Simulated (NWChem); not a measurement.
System: 1,3-disilacyclobutane (C2H8Si2); SMILES [SiH2]1C[SiH2]C1

Here is an NWChem input.

```
start job
memory heap 200 mb stack 900 mb global 1100 mb
geometry units angstroms noautoz
  C      1.358884     0.000000     0.155872
  Si    -0.000000     1.315158    -0.078992
  C     -1.358883    -0.000000     0.155879
  Si    -0.000000    -1.315158    -0.078992
  H      1.745514     0.000000     1.188878
  H      2.214933    -0.000000    -0.533524
  H      0.000003     2.446158     0.901957
  H     -0.000005     1.881669    -1.463542
  H     -1.745513     0.000000     1.188885
  H     -2.214932    -0.000000    -0.533518
  H      0.000003    -2.446158     0.901957
  H     -0.000005    -1.881669    -1.463542
end
basis spherical
  C library def2-svp
  Si library def2-svp
  H library def2-svp
end
dft
  xc xwpbe 1.00 cpbe96 1.0 hfexch 1.00
  cam 0.4 cam_alpha 0.0 cam_beta 1.0
  iterations 150
  mulliken
end
task dft energy
```

Coordinates come from a PBE0/def2-SVP optimisation.

Question: What results follow from this input? (LC-wPBE (HJS exchange hole, range parameter 0.4 per bohr)/def2-SVP.) Quantities: energy (Ha); highest occupied level (eV); orbital gap (eV); dipole (D).

Answer: 
```
Item                          Result
---------------------------  -------
energy (Ha)                  -659.50
highest occupied level (eV)   -10.40
orbital gap (eV)               13.01
dipole (D)                      0.38
```
